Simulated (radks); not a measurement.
Values are calculated unless marked as measured or tabulated.
How relativity changes the ionisation of the rhodium ion Rh3+ ([Kr] 4d6) to Rh4+ ([Kr] 4d5). Spin-unpolarised spherical Kohn-Sham, BLYP, point nucleus unless stated (finite: rms radius 4.4945 fm), a radial shooting solver on a logarithmic mesh with Libxc functionals. A level marked "c x" has the speed of light scaled by that factor and shares open shells by 2j + 1; other Dirac levels either fill j = l - 1/2 first or share by 2j + 1.

[
 {"level": "non-rel.", "E(Rh3+) (hartree)": "-4685.95078", "E(Rh4+) (hartree)": "-4684.21068", "IE (eV)": "47.351", "HOMO": "4d", "<r> HOMO (bohr)": "1.362"},
 {"level": "scalar-rel.", "E(Rh3+) (hartree)": "-4782.49735", "E(Rh4+) (hartree)": "-4780.77703", "IE (eV)": "46.812", "HOMO": "4d", "<r> HOMO (bohr)": "1.373"},
 {"level": "scalar-rel., finite nucleus", "E(Rh3+) (hartree)": "-4782.41234", "E(Rh4+) (hartree)": "-4780.69202", "IE (eV)": "46.812", "HOMO": "4d", "<r> HOMO (bohr)": "1.373"},
 {"level": "Dirac, 2j+1 shares", "E(Rh3+) (hartree)": "-4783.40879", "E(Rh4+) (hartree)": "-4781.68868", "IE (eV)": "46.807", "HOMO": "4d5/2", "<r> HOMO (bohr)": "1.379"},
 {"level": "Dirac, low j first", "E(Rh3+) (hartree)": "-4783.43765", "E(Rh4+) (hartree)": "-4781.72820", "IE (eV)": "46.516", "HOMO": "4d5/2", "<r> HOMO (bohr)": "1.380"},
 {"level": "Dirac, 2j+1 shares, finite nucleus", "E(Rh3+) (hartree)": "-4783.32359", "E(Rh4+) (hartree)": "-4781.60347", "IE (eV)": "46.807", "HOMO": "4d5/2", "<r> HOMO (bohr)": "1.379"},
 {"level": "Dirac, c x 1.5", "E(Rh3+) (hartree)": "-4727.97632", "E(Rh4+) (hartree)": "-4726.24512", "IE (eV)": "47.109", "HOMO": "4d5/2", "<r> HOMO (bohr)": "1.369"},
 {"level": "Dirac, c x 3", "E(Rh3+) (hartree)": "-4696.27554", "E(Rh4+) (hartree)": "-4694.53766", "IE (eV)": "47.290", "HOMO": "4d5/2", "<r> HOMO (bohr)": "1.364"},
 {"level": "Dirac, c x 100", "E(Rh3+) (hartree)": "-4685.96002", "E(Rh4+) (hartree)": "-4684.21992", "IE (eV)": "47.351", "HOMO": "4d5/2", "<r> HOMO (bohr)": "1.362"}
]

NIST Atomic Spectra Database: 42 eV (theoretical). The relativistic part of the total energy of Rh3+ is -97.37 hartree (Dirac, 2j+1 shares, finite nucleus), 2.1 % of the non-relativistic value. Spin polarisation and multiplet splitting of open shells are left out at every level.

Beside tabulated values, note that relativity, absent from the non-relativistic runs, is large for the heavy elements, and spin-unpolarised runs miss the spin-polarisation part of the exchange energy of open shells.
